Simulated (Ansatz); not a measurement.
```yaml
crystal:
  periodic: [false, false, false]
  atoms:
    - {symbol: B, position_ang: [-0.000622, -0.000957, 0.001468]}
    - {symbol: Sb, position_ang: [-1.796180, 1.027927, -0.089517]}
    - {symbol: Sb, position_ang: [1.796801, -1.026960, 0.088049]}
basis:
  gaussian: {orbitals: def2-TZVPD, initial_orbitals: start.molden}
total_charge: -1
hamiltonian: {xc: pbe}
correlation: {method: rpa}
scf: {omitted_lower_state_checks: [starts]}
```

The file start.molden holds the orbitals of an earlier run on this structure, at another level or in another basis.

```sh
$ ansatz run in.yaml --threads 4 --pin off --events-out ev --progress --plain --max-ram 3916MiB
```

It prints (some lines left out):

```
Functional definition: PBE
1247 factors; integrals over basis functions are off by at most 6.4e-4 eV
mean field evaluation 1: about -13750.6496 eV, gradient 6.3e0 eV
mean field evaluation 2: about -13750.7270 eV, gradient 9.7e-2 eV
mean field evaluation 4: about -13750.7255 eV, gradient 2.0e-4 eV
mean field evaluation 8: about -13750.7255 eV, gradient 1.1e-7 eV
mean field -13750.72552872 eV, -505.3298426040 hartree, gradient 1.1e-10 eV, S^2 0.000000; 0 other end points of the search recorded, 0 dependent functions left out; unrestricted orbitals would lower it
mean field evaluation 16: about -13691.4957 eV, gradient 1.6e1 eV
9 core orbitals not correlated: weight in the atoms' cores, before any rotation towards them, 1.000 or more for the frozen orbitals, at most 0.000 for the correlated occupied ones
reference -13691.31445206 eV, -503.1465258070 hartree; 17, 17 occupied and 123, 123 virtual orbitals, 1247 factors
Error: the energy between an occupied orbital and the lowest state that it is excited into in its spin channel is -0.4039 eV and must be positive: a state without a gap has no random-phase energy
```

(1) Can the result of this run be used?

## Answers

(1) No. The run stopped with an error. The reference has no gap: an occupied orbital lies above an empty one, and the correlation energy can't be formed.
